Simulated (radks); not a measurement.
Problem. These are the eigenvalues of the occupied orbitals of an atom or ion with whole-number occupations (eV). All-electron calculation, non-relativistic Kohn-Sham, PBE, spin-polarised, spherical densities, point nucleus. Program: a radial shooting solver on a logarithmic mesh with Libxc functionals.

1s up: -5268.707
1s down: -5265.437
2s up: -910.9856
2s down: -905.3119
2p up: -832.2388
2p down: -825.5301

Which element is it, and in what charge state? The configuration may be excited. Open shells, if any, are filled with parallel spins first.

Solution. Z = 22, titanium, charge +13: Ti13+ in [He] 2s2 2p5. The list shows which subshells hold electrons but not how many an open one holds; the 1s level, -193.62 hartree, gives Z - s = 19.7 by -(Z - s)^2/2, which with screening narrows Z to a few neighbours, and the depths of the outer levels then fix element, charge and occupations together.
